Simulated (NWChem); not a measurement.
Everything below was run with NWChem. System: HI₂Si, charge 0, spin multiplicity 2, at a geometry optimised with UPBE0/def2-SVP with def2 effective core potentials on I. The structure started from a generated list of species. Its SCF solution wasn't tested for a lower state. Level: UPBE0/def2-TZVP with def2 effective core potentials on I.

The NWChem input:

```
start mol
memory heap 200 mb stack 900 mb global 1100 mb
geometry units angstroms nocenter noautoz
  I      0.159366    -0.070236     2.041744
  Si    -1.039354     0.545829     0.000000
  I      0.159366    -0.070236    -2.041744
  H     -2.341831    -0.196563     0.000000
  symmetry group Cs
end
basis spherical
  * library def2-tzvp
end
ecp
  I library def2-ecp
end
dft
  xc pbe0
  odft
  mult 2
  semidirect memsize 60000000 filesize 0
  iterations 100
end
task dft energy
```

NWChem printed:

```
             Northwest Computational Chemistry Package (NWChem) 7.3.0
             --------------------------------------------------------

                                NWChem Input Module
                                -------------------

 Scaling coordinates for geometry "geometry" by  1.889725989
 (inverse scale =  0.529177249)

 Turning off AUTOSYM since
 SYMMETRY directive was detected!

                             Geometry "geometry" -> ""
                             -------------------------

 Output coordinates in angstroms (scale by  1.889725989 to convert to a.u.)

  No.       Tag          Charge          X              Y              Z
 ---- ---------------- ---------- -------------- -------------- --------------
    1 I                   53.0000     0.15936600    -0.07023600     2.04174400
    2 Si                  14.0000    -1.03935400     0.54582900     0.00000000
    3 I                   53.0000     0.15936600    -0.07023600    -2.04174400
    4 H                    1.0000    -2.34183100    -0.19656300     0.00000000

 Effective nuclear repulsion energy (a.u.)     707.3118710527

            Nuclear Dipole moment (a.u.)
            ----------------------------
        X                 Y               Z
 ---------------- ---------------- ----------------
     0.0000170075     0.0000510226     0.0000000000

      Symmetry information
      --------------------

 Group name             Cs
 Group number              2
 Group order               2
 No. of unique centers     3

      Symmetry unique atoms

     1    2    4


 Summary of "ao basis" -> "" (spherical)
 ------------------------------------------------------------------------------
       Tag                 Description            Shells   Functions and Types
 ---------------- ------------------------------  ------  ---------------------
 *                         def2-tzvp                  on all atoms

                                 NWChem DFT Module
                                 -----------------

 Summary of "ao basis" -> "ao basis" (spherical)
 ------------------------------------------------------------------------------
[...]
    beta     40     42     43     44     45     46     47     48     51     50
 overlap   0.842  0.978  0.991  0.968  0.982  0.966  0.967  0.888  0.896  0.986

   alpha     51     52     53     54     55     56     57     58     59     60
    beta     49     52     53     54     55     56     57     58     59     60
 overlap   0.998  0.997  0.971  0.981  0.973  0.981  0.992  0.968  0.999  0.979

   alpha     61     62     63     64     65     66     67     68     69     70
    beta     61     62     63     64     65     66     67     68     69     70
 overlap   0.995  0.999  1.000  0.998  0.909  0.913  0.992  0.992  0.962  0.960

   alpha     71     72     73     74     75     76     77     78     79     80
    beta     71     72     73     74     75     76     77     78     79     80
 overlap   0.990  0.933  0.919  0.987  0.983  0.997  0.997  0.998  0.992  0.996

   alpha     81     82     83     84     85     86     87     88     89     90
    beta     81     82     83     84     85     86     87     90     88     89
 overlap   0.990  0.995  0.892  0.890  0.985  0.950  0.966  0.933  0.959  0.965

   alpha     91     92     93     94     95     96     97     98     99    100
    beta     91     92     93     94     95     96     98     97     99    100
 overlap   0.983  0.995  0.999  0.987  0.956  0.990  0.956  0.906  0.789  0.813

   alpha    101    102    103    104    105    106    107    108    109    110
    beta    101    102    103    104    105    106    107    108    109    110
 overlap   0.976  0.992  0.998  0.999  0.999  1.000  0.999  0.999  1.000  0.999

   alpha    111    112    113    114    115    116    117    118    119    120
    beta    111    112    113    114    115    116    117    118    119    120
 overlap   1.000  1.000  1.000  0.967  0.961  0.999  0.999  0.991  0.999  1.000

   alpha    121    122    123    124    125    126    127    128    129    130
    beta    121    122    123    124    125    126    127    128    129    130
 overlap   1.000  1.000  0.999  0.999  1.000  1.000  1.000  1.000  1.000  1.000

   alpha    131    132    133    134    135    136    137    138    139    140
    beta    131    132    133    134    135    136    137    138    139    140
 overlap   1.000  1.000  1.000  1.000  0.999  0.999  1.000  1.000  1.000  1.000

   alpha    141    142    143
    beta    141    142    143
 overlap   1.000  1.000  1.000

     --------------------------
     Expectation value of S2:
     --------------------------
      <S2> =      0.7541 (Exact =     0.7500)

 center of mass
 --------------
 x =   0.06020387 y =  -0.01839994 z =   0.00000000

 moments of inertia (a.u.)
 ------------------
        3812.551844627080          64.853352161006           0.000000000000
          64.853352161006        3927.929171387883           0.000000000000
           0.000000000000           0.000000000000         183.936764617381

     Multipole analysis of the density
     ---------------------------------

     L   x y z        total         alpha         beta         nuclear
     -   - - -        -----         -----         ----         -------
     0   0 0 0      0.000000    -33.000000    -32.000000     65.000000

     1   1 0 0     -0.227057      9.124502      7.513276    -16.864835
     1   0 1 0      0.071331     -4.412926     -2.948494      7.432752
     1   0 0 1     -0.000000     -0.000000     -0.000000      0.000000

     2   2 0 0    -48.852745    -66.441494    -60.537720     78.126470
     2   1 1 0     -0.777699     15.808700     12.130950    -28.717349
     2   1 0 1     -0.000000     -0.000000      0.000000      0.000000
     2   0 2 0    -50.219638    -36.379650    -29.753729     15.913741
     2   0 1 1      0.000000      0.000000      0.000000      0.000000
     2   0 0 2    -49.249668   -399.947875   -393.639898    744.338104

 Task  times  cpu:        8.5s     wall:        8.5s

 Total times  cpu:        8.5s     wall:        8.5s
```
